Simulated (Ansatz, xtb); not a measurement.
## Relative energy of two isomers of C4H6ClF3

Structure I: `CC[C@H](Cl)C(F)(F)F`, a singlet. Structure II: `C[C@H](CCl)C(F)(F)F`, a singlet. Both are isolated molecules in the gas phase, relaxed with r2SCAN-D4/def2-SVP, each in the lowest conformer that the search found.

Estimate which is lower in electronic energy at CCSD(T)/def2-SVP + ΔMP2/def2-TZVPP, and by roughly how much.

The CCSD(T)/def2-SVP + ΔMP2/def2-TZVPP calculation puts structure II lower, by 0.114 eV.

How the difference moves with the method:

```
                             level            geometry  E(II) − E(I) (eV)  departure from the last row (eV)  job, with rough time for the two
                          GFN2-xTB            GFN2-xTB              −0.122                            −0.007              optimisation, 0.11 s
                         HF/STO-3G            GFN2-xTB              −0.087                            +0.027              single point, 0.36 s
      r2SCAN-D4/def2-SVP//GFN2-xTB            GFN2-xTB              −0.093                            +0.021               single point, 3.4 s
                r2SCAN-D4/def2-SVP  r2SCAN-D4/def2-SVP              −0.085                            +0.029                optimisation, 23 s
                       HF/def2-SVP  r2SCAN-D4/def2-SVP              −0.113                            +0.001           part of the CCSD(T) run
                      MP2/def2-SVP  r2SCAN-D4/def2-SVP              −0.087                            +0.027           part of the CCSD(T) run
                  CCSD(T)/def2-SVP  r2SCAN-D4/def2-SVP              −0.089                            +0.025                      single point
CCSD(T)/def2-SVP + ΔMP2/def2-TZVPP  r2SCAN-D4/def2-SVP              −0.114                                                  single point, 83 s
```

As drawn, both hold the same kinds of bond in the same numbers.

None of the levels shown reverses the order. The largest departure from CCSD(T)/def2-SVP + ΔMP2/def2-TZVPP is that of r2SCAN-D4/def2-SVP, 0.029 eV. The last row adds to CCSD(T) the change of the MP2 difference between the two basis sets, here −0.025 eV.

With thermal terms from frequencies at re-optimised GFN2-xTB minima (ideal gas, soft modes damped towards free rotors, one conformer each, 298.15 K, 1 atm): on the last row, ΔE + ΔZPE = −0.114, ΔH = −0.116, ΔG = −0.114 eV.

The correlated steps freeze 12 core orbitals. Programs: Ansatz 0.2.0, xtb 6.7.1; the last row on 4 threads of Arm Neoverse V2 on a shared host.
